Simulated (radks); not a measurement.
These are the eigenvalues of the occupied orbitals of an atom or ion with whole-number occupations (eV). Calculated with a radial shooting solver on a logarithmic mesh with Libxc functionals: Dirac Kohn-Sham, PBE, spin-unpolarised, spherical densities, finite nucleus; Fermi nuclear charge, rms radius of each element as measured or else 0.836 A^(1/3) + 0.57 fm.

1s1/2: -55423.61
2s1/2: -9265.647
2p1/2: -8819.695
2p3/2: -7962.782
3s1/2: -2069.389
3p1/2: -1874.076
3p3/2: -1695.090
3d3/2: -1359.941
3d5/2: -1320.834
4s1/2: -408.7348
4p1/2: -331.1474
4p3/2: -291.0098
4d3/2: -163.2302
4d5/2: -155.9474
5s1/2: -50.2735
5p1/2: -29.4256
5p3/2: -24.4235
6s1/2: -3.7900
4f5/2: -3.6923
4f7/2: -2.7159

Which element is it, and in what charge state? The configuration may be excited. Open shells, if any, are shared by 2j + 1.

Answer. Z = 67, holmium, charge 0: Ho in [Xe] 4f11 6s2. The list shows which subshells hold electrons but not how many an open one holds; the 1s level, -2036.8 hartree, gives Z - s = 63.8 by -(Z - s)^2/2, which with screening and relativity narrows Z to a few neighbours, and the depths of the outer levels then fix element, charge and occupations together.
